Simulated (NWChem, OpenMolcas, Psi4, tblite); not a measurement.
**AsF3 (SMILES F[As](F)F): the dipole moment, rung by rung**

The species is AsF3 (4 atoms), meant as a singlet with charge 0. SMILES: `F[As](F)F`. Geometry: relaxed at PBE0-D4/def2-TZVP.

Each level gives the dipole moment (D). The values are calculated.

**What was measured.** NIST CCCBDB gives the dipole moment of the gas as 2.59 D.

```csv
level,kind,program,value (D),computed − measured
IPEA1-xTB,semi-empirical,tblite,2.62,+0.03
HF/cc-pVDZ,Hartree–Fock,OpenMolcas,3.03,+0.44
SVWN5/cc-pVDZ,LDA,NWChem,2.20,-0.39
revPBE/cc-pVDZ,GGA,Psi4,2.18,-0.41
M06-L/cc-pVDZ,meta-GGA,OpenMolcas,2.54,-0.05
B3LYP/cc-pVDZ,global hybrid,Psi4,2.48,-0.11
PBE0/cc-pVDZ,global hybrid,NWChem,2.48,-0.11
wB97X-V/cc-pVDZ,range-separated hybrid,Psi4,2.49,-0.10
```

Nearest: IPEA1-xTB (+0.03 D); farthest: HF/cc-pVDZ (+0.44 D). The measured dipole is a vibrational average, so differences of a few hundredths of a debye mean little. Computed less measured by kind, in D (of the ab initio rows, those in cc-pVDZ): semi-empirical +0.03; Hartree–Fock +0.44; LDA -0.39; GGA -0.41; meta-GGA -0.05; global hybrid -0.11 to -0.11; range-separated hybrid -0.10. All-electron rows without a relativistic Hamiltonian named are non-relativistic. Magnitudes only.
